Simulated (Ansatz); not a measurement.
`OC1(F)BN1` and `[NH2][Ga]([F])[C]1(F)BN1` differ in one atom or group.

Ansatz, PBE0-D4/def2-TZVP geometries, multiplicity 1. Each molecule was computed in one conformer, which needn't be the lowest.

Scalar relativity is left out up to krypton.

```csv
property,`OC1(F)BN1`
HOMO energy (B3LYP/def2-TZVPP) / eV,-7.63
"ideal-gas entropy at 298 K and 1 bar (rigid rotor, harmonic PBE0-D4/def2-TZVP) / J/(mol·K)",294
LUMO energy (ωB97M-V/def2-TZVPP) / eV,1.66
HOMO energy (ωB97M-V/def2-TZVPP) / eV,-10.14
size of the dipole moment (PBE/def2-TZVPP) / D,2.38
HOMO–LUMO gap (PBE/def2-TZVPP) / eV,5.08
```

(1) Give the same properties after the change, and the shifts. (Best estimate.)

## Answers

(1) Computed: 
```json
{"property": "HOMO energy (B3LYP/def2-TZVPP) / eV", "`[NH2][Ga]([F])[C]1(F)BN1`": "-7.33", "shift": "0.30"}
{"property": "ideal-gas entropy at 298 K and 1 bar (rigid rotor, harmonic PBE0-D4/def2-TZVP) / J/(mol·K)", "`[NH2][Ga]([F])[C]1(F)BN1`": "407", "shift": "113"}
{"property": "LUMO energy (ωB97M-V/def2-TZVPP) / eV", "`[NH2][Ga]([F])[C]1(F)BN1`": "1.04", "shift": "-0.62"}
{"property": "HOMO energy (ωB97M-V/def2-TZVPP) / eV", "`[NH2][Ga]([F])[C]1(F)BN1`": "-9.85", "shift": "0.29"}
{"property": "size of the dipole moment (PBE/def2-TZVPP) / D", "`[NH2][Ga]([F])[C]1(F)BN1`": "1.21", "shift": "-1.17"}
{"property": "HOMO–LUMO gap (PBE/def2-TZVPP) / eV", "`[NH2][Ga]([F])[C]1(F)BN1`": "4.51", "shift": "-0.57"}
```

With PBE0 the HOMO rises by 0.28 eV and the LUMO falls by 0.48 eV, so the gap narrows by about 0.76 eV. PBE moves the HOMO by 0.19 eV and ωB97M-V by 0.29 eV. The zero-point energy changes by 33.0 kJ/mol with +9 modes. Dipoles are sizes alone; their direction can turn. Modes under 60 cm⁻¹, often nearly free rotors, make the harmonic entropy too high.

B3LYP here is the variant with VWN-RPA as its local correlation; programs differ in this.
